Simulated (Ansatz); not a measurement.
```yaml
crystal:
  periodic: [true, true, true]
  atoms:
    - {symbol: C, position_ang: [-2.391696, -1.757549, 0.575885]}
    - {symbol: N, position_ang: [-1.376732, -0.945399, 1.209880]}
    - {symbol: Hf, position_ang: [0.125541, 0.174862, 0.372953]}
    - {symbol: N, position_ang: [1.647222, 0.351291, 1.728514]}
    - {symbol: C, position_ang: [2.336731, -0.784920, 2.303540]}
    - {symbol: N, position_ang: [-0.630670, 2.028078, -0.063959]}
    - {symbol: C, position_ang: [-0.170207, 2.966272, -1.065725]}
    - {symbol: N, position_ang: [0.811351, -0.636615, -1.383237]}
    - {symbol: C, position_ang: [0.015344, -0.808303, -2.580034]}
    - {symbol: H, position_ang: [-2.299227, -2.824249, 0.820135]}
    - {symbol: H, position_ang: [-2.312114, -1.679701, -0.513146]}
    - {symbol: H, position_ang: [-3.410521, -1.444727, 0.840909]}
    - {symbol: H, position_ang: [-1.431792, -1.021421, 2.218021]}
    - {symbol: H, position_ang: [2.002770, 1.224707, 2.090105]}
    - {symbol: H, position_ang: [2.236565, -0.836264, 3.395653]}
    - {symbol: H, position_ang: [3.408903, -0.797502, 2.067378]}
    - {symbol: H, position_ang: [1.918663, -1.719034, 1.909549]}
    - {symbol: H, position_ang: [-1.474660, 2.360357, 0.383614]}
    - {symbol: H, position_ang: [0.707793, 2.563098, -1.579134]}
    - {symbol: H, position_ang: [0.126285, 3.932248, -0.635700]}
    - {symbol: H, position_ang: [-0.924774, 3.167852, -1.837820]}
    - {symbol: H, position_ang: [1.754307, -0.974077, -1.520196]}
    - {symbol: H, position_ang: [-0.129762, -1.862486, -2.852423]}
    - {symbol: H, position_ang: [-0.983438, -0.380525, -2.433542]}
    - {symbol: H, position_ang: [0.444120, -0.296004, -3.451230]}
basis:
  gaussian: {orbitals: def2-mTZVP}
hamiltonian: {xc: {name: B2GP-PLYP}}
```

```sh
$ ansatz run in.yaml --threads 4 --pin off --events-out ev --progress --plain --max-ram 46080MiB --backend cpu
```

Shortened log:

```
Error: YAML parse error: error: line 2 column 3: crystal: missing field `lattice` (a structure is typed as `lattice` and `atoms`, a molecule's as `atoms` in Å alone, or read from a run's directory, `checkpoint`)
 --> <input>:2:3
1 | crystal:
2 |   periodic: [true, true, true]
3 |   atoms:
4 |     - {symbol: C, position_ang: [-2.391696, -1.757549, 0.575885]}
```

Q: What is wrong with this run?

A: The molecule is marked periodic without a cell. The input was rejected before any iteration.
